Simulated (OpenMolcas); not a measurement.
**Ti II: effect of the active space**

```yaml
Program: OpenMolcas 26.06
Method: CASSCF
Basis: ANO-RCC-VQZP
Scalar_Hamiltonian: DKH2, point nucleus
Spin-orbit_coupling: RASSI with atomic mean-field integrals over the reference wave functions, term energies averaged over their components
```

A. 3 electrons in 6 orbitals (3d 4s); 2S+1 = 4 even, 20 roots; 2S+1 = 2 even, 65 roots kept (CI in the orbitals of an earlier block); cost about 23 core-seconds
B. 3 electrons in 11 orbitals (3d 4s 4d); 2S+1 = 4 even, 20 roots; 2S+1 = 2 even, 49 roots kept (CI in the orbitals of an earlier block); cost of the order of 27 core-seconds

Energies in cm-1 above 3d2 4s 4F 3/2, the measured ground level; measured values from NIST Handbook of Basic Atomic Spectroscopic Data.

```json
{"Level": "3d2 4s 4F 3/2", "A": "0.0", "B": "0.0", "Measured": "0.0"}
{"Level": "3d2 4s 4F 5/2", "A": "89.9", "B": "104", "Measured": "94.1"}
{"Level": "3d2 4s 4F 7/2", "A": "216", "B": "250", "Measured": "226"}
{"Level": "3d2 4s 4F 9/2", "A": "377", "B": "439", "Measured": "393"}
{"Level": "3d3 4F 3/2", "A": "3910", "B": "2556", "Measured": "908"}
{"Level": "3d3 4F 5/2", "A": "4002", "B": "2640", "Measured": "984"}
{"Level": "3d3 4F 7/2", "A": "4127", "B": "2757", "Measured": "1087"}
{"Level": "3d3 4F 9/2", "A": "4287", "B": "2904", "Measured": "1216"}
{"Level": "3d2 4s 2F 5/2", "A": "7834", "B": "5984", "Measured": "4629"}
{"Level": "3d2 4s 2F 7/2", "A": "8084", "B": "6275", "Measured": "4898"}
{"Level": "3d2 4s 4P 1/2", "A": "11935", "B": "12296", "Measured": "9873"}
{"Level": "3d2 4s 4P 3/2", "A": "12000", "B": "12376", "Measured": "9931"}
{"Level": "3d2 4s 4P 5/2", "A": "12128", "B": "12471", "Measured": "10025"}
{"Level": "3d3 2G 7/2", "A": "14751", "B": "12120", "Measured": "8998"}
{"Level": "3d3 2G 9/2", "A": "14857", "B": "12245", "Measured": "9118"}
{"Level": "3d3 2P 1/2", "A": "15093", "B": "12089", "Measured": "9851"}
{"Level": "3d3 2P 3/2", "A": "15184", "B": "12187", "Measured": ""}
{"Level": "3d3 4P 1/2", "A": "15859", "B": "13119", "Measured": "9364"}
{"Level": "3d3 4P 3/2", "A": "15931", "B": "13183", "Measured": ""}
{"Level": "3d3 4P 5/2", "A": "15990", "B": "13255", "Measured": "9518"}
{"Level": "3d3 2H 9/2", "A": "19803", "B": "16253", "Measured": "12677"}
{"Level": "3d3 2H 11/2", "A": "19903", "B": "16371", "Measured": "12775"}
{"Level": "3d3 2D 3/2", "A": "21594", "B": "18055", "Measured": "12629"}
```

Deviations, from unrounded energies. A percentage is the sum of absolute deviations over the sum of measured energies, with the sign that they share, or ± where signs differ.

```json
{"Against measurement": "mean absolute deviation (cm-1)", "Levels": "20", "A": "3900", "B": "2300"}
{"Against measurement": "fine structure of the ground term (%)", "Levels": "3", "A": "-4.3", "B": "+11.3"}
{"Against measurement": "other terms of the ground configuration (%)", "Levels": "5", "A": "+32.1", "B": "+25.5"}
{"Against measurement": "other configurations (%)", "Levels": "12", "A": "+73.0", "B": "+39.5"}
```

B lies closest to measurement on these levels. The largest miss of B in the table is 3d3 2D 3/2, by +5400 cm-1. The ranking rests on the paired levels alone, and a cruder setting can come out closer through cancelling errors.

The spin-orbit steps hold different terms of 3d2 4s (B lacks a 2D, 2P, 2S), which shifts levels as well.

Between A and B the level of the table that moves most is 3d3 2H 9/2, by 3600 cm-1 (lowest in B, highest in A).

Without dynamic correlation excited terms often stand tens of per cent too high (terms of higher spin than the ground term too low), and those without a measured partner can miss by more than the paired ones. Terms from blocks run as CI alone lack orbitals of their own. Configurations are named by rounded mean occupations; where the s occupation lies near a half they are strongly mixed, a name can repeat and a true partner stay unpaired (holds for A). A single d shell beside an s shell can misplace configurations of different d count against each other (holds for A). No level of 3d 4s2 was computed, though it lies in the active space (holds for A). Some levels mix across a computed gap that differs much from the measured one, so their mixing is not that of the real levels (holds for B). Active for correlation alone: 4d; no level in the range computed is led by a configuration that fills it, so any true level of that kind is missing (holds for B). Computed and measured levels are paired by configuration, term and J; levels that our copy of the source lacks, or whose pairing is in doubt (as where it misses far off the trend of its configuration), stay unpaired and out of the deviations. Only configurations of the active space appear. Levels that lie high or do not pair safely by name in every column are left out.
